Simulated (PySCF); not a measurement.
A PySCF script (with the pyscf-properties extension) for the NMR shieldings of `BC1(C2CC2)CC1`, C6H11B, on a GFN2-xTB geometry:

```python
import basis_set_exchange as bse
import numpy as np
from pyscf import gto, dft
from pyscf.prop import nmr

atoms = """
B    -0.851792    0.622666    1.463149
C    -0.603110    0.040712    0.058086
C     0.786418   -0.213190   -0.460987
C     1.882556   -0.681203    0.450108
C     1.921702    0.704854   -0.116165
C    -1.651575   -0.940648   -0.472030
C    -1.608512    0.426865   -1.030016
H     0.016816    0.894654    2.196776
H    -1.955329    0.801306    1.810515
H     0.802064   -0.625045   -1.465444
H     1.653364   -0.794450    1.498110
H     2.587087   -1.409638    0.076724
H     2.655079    0.930016   -0.876177
H     1.716647    1.529326    0.548544
H    -2.469486   -1.210271    0.177633
H    -1.283526   -1.757947   -1.074385
H    -1.211468    0.570687   -2.024022
H    -2.395695    1.117623   -0.772074
"""
names = dict.fromkeys(["B", "C", "H"], "pcSseg-1")
basis = {el: gto.basis.parse(bse.get_basis(n, elements=[el], fmt="nwchem")) for el, n in names.items()}
mol = gto.M(atom=atoms, basis=basis, charge=0, verbose=0)
mf = dft.RKS(mol, xc="PBE0")
mf.grids.level = 2
mf.grids.alignment = dft.numint.BLKSIZE   # the property module wants whole blocks of grid points
mf.conv_tol = 1e-9
mf.kernel()

calc = nmr.RKS(mf)   # GIAO
C = mf.mo_coeff
Co = C[:, mf.mo_occ > 0]
resp = mf.gen_response(singlet=True, hermi=2)
def vind(x):   # induced exchange potential for any number of trial vectors
    d = np.einsum("pi,xij,qj->xpq", C, 2 * x.reshape(-1, C.shape[1], Co.shape[1]), Co, optimize=True)
    return np.einsum("xpq,pi,qj->xij", resp(d - d.transpose(0, 2, 1)), C, Co, optimize=True).ravel()
mo1, _ = nmr.rhf.solve_mo1(calc, with_cphf=vind)
sigma = calc.kernel(mo1)
for i, s in enumerate(sigma):   # ppm
    print("%2d %-2s %9.2f" % (i, mol.atom_pure_symbol(i), np.trace(s) / 3))
```

**Question.** Give the expected output.

**Answer.** 
```
 0 B      18.44
 1 C     153.34
 2 C     165.77
 3 C     178.69
 4 C     178.67
 5 C     165.02
 6 C     164.99
 7 H      24.46
 8 H      25.19
 9 H      32.00
10 H      31.26
11 H      31.10
12 H      31.10
13 H      31.27
14 H      30.38
15 H      30.67
16 H      30.67
17 H      30.39
```

These numbers come from an equivalent density-fitted implementation of the same equations, which agrees with the script to about 0.01 ppm for H and up to a few tenths of a ppm for heavy atoms, so last digits may differ.

Size and cost of the density-fitted run: 174 basis functions, 52 s wall time on 1 thread of an Arm Neoverse N1, shared host; peak memory 0.79 GiB.
